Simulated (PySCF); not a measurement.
## Redox energetics: `CC#C/C=C/C#N` (C6H5N)

Molecule: `CC#C/C=C/C#N` (C6H5N). Atom numbers as in the mapped SMILES `[CH3:1][C:2]#[C:3]/[CH:4]=[CH:5]/[C:6]#[N:7]`.

Level of theory: PBE0-D3(BJ)/ma-def2-SVP single points in PySCF, grid level 2; every species was optimised with PBE0-D3(BJ)/def2-SVP. Thermal corrections: GFN2-xTB frequencies, unscaled, ideal gas at 298.15 K and 1 bar, quasi-RRHO entropy. These were taken at the GFN2-xTB minima.

Frontier levels of the parent: HOMO -7.42 eV, LUMO -2.25 eV.

Oxidation to the radical cation:
```
Vertical ionisation energy (electronic)              : 9.25 eV
Adiabatic ionisation energy (with zero-point energy) : 9.02 eV
Adiabatic, electronic part                           : 9.12 eV
Vertical gap at the product's structure              : 8.98 eV
Inner reorganisation energy (four-point)             : 276 meV
Relaxation of product / of parent                    : 137 / 138 meV
⟨S²⟩ of the product                                  : 0.780
Largest spin populations                             : C5 0.37, C2 0.31, N7 0.30, C6 -0.12
Largest changes of atomic charge                     : C2 0.21, N7 0.19, C5 0.16, C3 0.10
Distances that move most (Å)                         : C4–C5 1.352 → 1.396; C3–C4 1.414 → 1.374; C1–C2 1.450 → 1.425; C2–C3 1.216 → 1.240
Potential in dichloromethane                         : 6.99 V absolute, 2.36 V against Fc+/Fc computed at 4.64 V (solvation -27 → -219 kJ/mol)
```

Reduction to the radical anion:
- Vertical electron affinity (electronic): 0.49 eV
- Adiabatic electron affinity (with zero-point energy): 0.77 eV
- Adiabatic, electronic part: 0.69 eV
- Vertical gap at the product's structure: 0.96 eV
- Inner reorganisation energy (four-point): 469 meV
- Relaxation of product / of parent: 199 / 270 meV
- ⟨S²⟩ of the product: 0.762
- Largest spin populations: C4 0.33, C2 0.31, C5 0.26, N7 0.20
- Largest changes of atomic charge: C2 -0.22, N7 -0.21, C4 -0.17, C5 -0.17
- Distances that move most (Å): C4–C5 1.352 → 1.421; C5–C6 1.422 → 1.393; C3–C4 1.414 → 1.388; C2–C3 1.216 → 1.239
- Potential in dichloromethane: 2.63 V absolute, -2.00 V against Fc+/Fc computed at 4.64 V (solvation -27 → -203 kJ/mol)

Solvents are IEF-PCM continua (electrostatics only, gas-phase structures); absolute potentials refer to an electron at rest in vacuum. Fc+/Fc in dichloromethane, 4.64 V, is PBE0-D3(BJ)/ma-def2-SVP on PBE0-D3(BJ)/def2-SVP structures with GFN2-xTB thermal terms. Benchmark calculations put it near 5.0 V in acetonitrile and DMSO, so it is about 0.4 V low, and the value against it can read up to that much too high.

Caveats: structures of the anions come from def2-SVP, which lacks diffuse functions; ma-def2-SVP is a small basis, whose errors can reach tens of kJ/mol.

Differences come from unrounded values, so a last digit can differ from that of the printed terms.
